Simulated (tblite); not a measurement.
Species: C7H11O (doublet state).
Numbering: `[CH3:1][C:2](=[O:3])[C@@H:4]1[CH2:5][CH:6][CH2:7][CH2:8]1` (hydrogens: H9, H10, H11 on C1; H12 on C4; H13, H14 on C5; H15 on C6; H16, H17 on C7; H18, H19 on C8)

Cartesian coordinates in Å at the GFN2-xTB level; atoms count from 1:
```
atom  x, y, z in Å
C1     2.6850    0.0276   -0.4539
C2     1.3477   -0.6422   -0.6506
O3     1.2384   -1.7717   -1.0552
C4     0.1599    0.2121   -0.2606
C5    -0.1440    0.0416    1.2457
C6    -1.6040    0.2608    1.3399
C7    -2.2497    0.2756    0.0100
C8    -1.1483   -0.2084   -0.9386
H9     2.7998    0.8136   -1.1984
H10    3.4901   -0.6927   -0.5719
H11    2.7355    0.4853    0.5311
H12    0.3758    1.2642   -0.4635
H13    0.4342    0.7296    1.8713
H14    0.1251   -0.9768    1.5667
H15   -2.1337    0.3398    2.2688
H16   -3.1461   -0.3509   -0.0320
H17   -2.5710    1.2925   -0.2618
H18   -1.2395    0.2058   -1.9416
H19   -1.1648   -1.2966   -1.0127
```

Computed values, GFN2-xTB/tblite, gas phase, harmonic and unscaled. This tight-binding method is rough: wavenumbers can miss measured ones by several per cent, in bad cases by 10 to 20. One conformer, not necessarily the lowest. Open shells enter through the occupations alone, without spin polarisation, and single modes of such species can be off by tens of per cent.

Harmonic wavenumbers (cm⁻¹): 35.6, 91.0, 113.4, 149.4, 182.9, 273.7, 280.6, 347.7, 531.3, 577.6, 597.2, 650.8, 823.6, 853.0, 909.5, 964.7, 975.0, 980.7, 983.9, 1012.7, 1024.7, 1070.8, 1094.7, 1113.1, 1139.3, 1165.7, 1199.2, 1238.8, 1256.5, 1270.0, 1292.3, 1314.6, 1336.8, 1365.7, 1451.9, 1458.0, 1461.1, 1462.4, 1487.2, 1773.3, 2829.1, 2833.4, 2920.3, 2930.6, 2952.6, 2998.4, 3011.2, 3020.3, 3036.1, 3056.4, 3151.6.

A = 4195, B = 1405, C = 1227 MHz; mass 111.081 u (most abundant isotopes); point group C1, symmetry number 1; spin multiplicity 2.

**Question.** What is the zero-point energy?

**Answer.** Half the sum of the wavenumbers: 35025 cm⁻¹ = 100.14 kcal/mol.

**Question.** Give the ideal-gas entropy at 298.15 K and 1 bar in the rigid-rotor, harmonic-oscillator model (classical rotation).

**Answer.** Translation 40.06, rotation 28.19, vibration 25.18, spin (R ln 2) 1.38: S = 94.8 cal/(mol K).

**Question.** And Cp and H(298.15 K) − H(0)?

**Answer.** Cp = 33.88 cal/(mol K), of which vibrations give 25.93 (their classical limit is 51 R = 101.3); H(298.15 K) − H(0) = 6.23 kcal/mol without the zero-point energy, 3.86 from vibrations.

**Question.** Blend soft modes into free rotors: weight 1/[1 + (100 cm⁻¹/ν̃)⁴] for the oscillator and the rest for a rotor with moment μB/(μ + B), μ = h/(8π²ν), B = 10⁻⁴⁴ kg m². What vibrational entropy results?

**Answer.** 22.98 cal/(mol K) in place of 25.18, which changes −T·S at 298.15 K by +0.66 kcal/mol.

**Question.** Which modes carry the vibrational entropy at 298.15 K?

**Answer.** 35.6 cm⁻¹: 5.49; 91.0 cm⁻¹: 3.64; 113.4 cm⁻¹: 3.21; 149.4 cm⁻¹: 2.68; 182.9 cm⁻¹: 2.30; 273.7 cm⁻¹: 1.57 cal/(mol K); the other 45 give 6.29 together.

**Question.** How do the functions run with temperature in this model?

**Answer.** 
```csv
T (K),S (cal/(mol K)),Cp (cal/(mol K)),H − H(0) (kcal/mol),G − H(0) (kcal/mol),ln q(vib)
100,68.9,17.4,1.26,-5.63,1.69
200,83.3,24.8,3.37,-13.28,3.99
300,95.0,34.1,6.30,-22.21,6.19
500,117.0,53.1,15.08,-43.43,10.61
800,146.5,72.2,34.14,-83.09,17.28
1000,163.6,80.5,49.46,-114.14,21.56
```

q(vib) and H(0) count from the zero-point level.

**Question.** What must be added to the electronic energy to get the Gibbs energy at 298.15 K and 1 bar?

**Answer.** ZPE + [H(298.15 K) − H(0)] − T·S = 100.14 + 6.23 − 28.26 = 78.11 kcal/mol.

Hindered rotation and anharmonicity are outside this model. Other conformers, if any are populated, would add a mixing term that is left out. The structure is chiral; the term R ln 2 for an equal mix with its mirror image is left out.

On one thread of an Arm Neoverse V2, no GPU, shared host with 96 logical CPUs at a one-minute load of 19, this took 0.47 s. The figure is for the frequency step alone.
